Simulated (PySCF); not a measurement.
SMILES [Cl][Sn]([Cl])([Cl])[c]1ccccc1, GFN2-xTB optimised geometry.

```
15

Cl    -3.50    -1.70     1.87
Sn    -2.57    -0.63     0.00
Cl    -3.48     1.53     0.00
Cl    -3.47    -1.73    -1.87
C     -0.34    -0.63     0.00
C      0.33    -1.53    -0.81
C      1.71    -1.53    -0.80
C      2.40    -0.64     0.01
C      1.71     0.25     0.82
C      0.32     0.26     0.82
H     -0.21    -2.22    -1.44
H      2.25    -2.22    -1.43
H      3.48    -0.64     0.02
H      2.24     0.94     1.45
H     -0.22     0.95     1.44
```

Density from B3LYP/def2-TZVP, def2 effective core potentials past Kr (PySCF) at that geometry. The core electrons that the potentials of Sn replace are not part of the density.

Minimum of the electron density along straight lines between bonded atoms, close to the bond critical point (lines longer than 1.1 times the sum of covalent radii, or with two minima, are not listed):

```tsv
bond	length / Å	ρ at the minimum / e bohr⁻³	∇²ρ there / e bohr⁻⁵	position (fraction from the first atom)
Cl1–Sn2	2.345	0.087	0.17	0.53
Sn2–Cl3	2.345	0.087	0.17	0.47
Sn2–Cl4	2.346	0.087	0.17	0.47
Sn2–C5	2.233	0.094	0.05	0.51
C5–C6	1.377	0.327	-0.98	0.51
C6–C7	1.387	0.322	-0.96	0.50
C7–C8	1.384	0.325	-0.98	0.50
C8–C9	1.384	0.325	-0.98	0.50
C5–C10	1.378	0.327	-0.98	0.51
C9–C10	1.387	0.322	-0.96	0.50
C6–H11	1.080	0.290	-1.05	0.65
C7–H12	1.080	0.290	-1.05	0.65
C8–H13	1.080	0.290	-1.05	0.65
C9–H14	1.080	0.290	-1.05	0.65
C10–H15	1.080	0.290	-1.05	0.65
```
